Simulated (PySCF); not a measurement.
## Xe+: excitation energy

Xe+ [Kr] 4d10 5s2 5p5 (2P) → Xe+ [Kr] 4d10 5s1 5p6 (2S), as a difference of total energies. All numbers are calculated (PySCF 2.14, scalar relativity by spin-free X2C-1e, in x2c-TZVPPall with one added diffuse shell each of s, p, d, f type (9s7p5d3f, 76 functions)). Correlated levels: valence: [Kr] 4d10 frozen. The calculations carry no spin-orbit coupling.

```csv
method,excitation energy (eV)
UHF,14.898
MP2 (valence),13.124
SCS-MP2 (valence),12.918
CCSD (valence),11.594
CCSD(T) (valence),10.820
```

Errors of the correlated levels include the incompleteness of this basis and the frozen core.

The coupled-cluster amplitudes are large for the upper state (T1 above 0.03 or a double amplitude above 0.15), so a single reference is strained.

Q: Which method comes closest to the reference value, and which is furthest?

A: The reference is 10.831 eV (measured; NIST levels, between the centres of gravity of the two terms). Closest: CCSD(T) (valence) (error -0.011 eV); furthest: UHF (error 4.067 eV).
